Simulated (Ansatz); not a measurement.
Mulliken charges of `OC(F)S[SiH3]` from ωB97M-V/def2-TZVPP in Ansatz (PBE0-D4/def2-TZVP geometry).

| atom | x (Å) | y (Å) | z (Å) | charge (e) |
| --- | --- | --- | --- | --- |
| O1 | -0.567 | 1.115 | 1.161 | -0.272 |
| C2 | 0.697 | 0.634 | 1.010 | 0.182 |
| F3 | 1.362 | 0.619 | 2.207 | -0.193 |
| S4 | 0.774 | -1.090 | 0.390 | -0.169 |
| Si5 | -0.396 | -0.807 | -1.379 | 0.157 |
| H6 | -1.088 | 0.464 | 1.648 | 0.198 |
| H7 | 1.229 | 1.308 | 0.337 | 0.134 |
| H8 | -1.843 | -0.674 | -1.084 | -0.018 |
| H9 | 0.075 | 0.405 | -2.097 | -0.014 |
| H10 | -0.159 | -2.024 | -2.191 | -0.004 |

Task: By hand: the dipole of these point charges (1 e Å = 4.8032 D).

Result: Σ q r = (-0.193, 0.032, -0.411) e Å, of length 0.455 e Å = 2.19 D.

Task: How does the dipole of the full density compare? (Estimate.)

Result: The calculation gave: (-0.240, -0.040, -0.228) e Å, 1.60 D; the point charges give 1.37 times that, at 24° from its direction.

Point charges leave out the atoms' own dipoles, such as those of lone pairs, and Mulliken's split depends on the basis, so the two needn't agree.
